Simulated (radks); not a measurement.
The numbers below are computed, except where a source is named.
Problem. These are the eigenvalues of the occupied orbitals of an atom or ion with whole-number occupations (eV). Code: a radial shooting solver on a logarithmic mesh with Libxc functionals. Model: Dirac Kohn-Sham, BLYP, spin-unpolarised, spherical densities, finite nucleus; Fermi nuclear charge, rms radius of each element as measured or else 0.836 A^(1/3) + 0.57 fm.

orbital  eigenvalue
1s1/2     -2096.150
2s1/2     -184.3826
2p1/2     -135.7275
2p3/2     -134.8068
3s1/2      -23.1174
3p1/2      -14.0913

Which element is it, and in what charge state? The configuration may be excited. Open shells, if any, fill j = l - 1/2 first.

Solution. Z = 15, phosphorus, charge +1: P+ in [Ne] 3s2 3p2. The list shows which subshells hold electrons but not how many an open one holds; the 1s level, -77.032 hartree, gives Z - s = 12.4 by -(Z - s)^2/2, which with screening and relativity narrows Z to a few neighbours, and the depths of the outer levels then fix element, charge and occupations together.
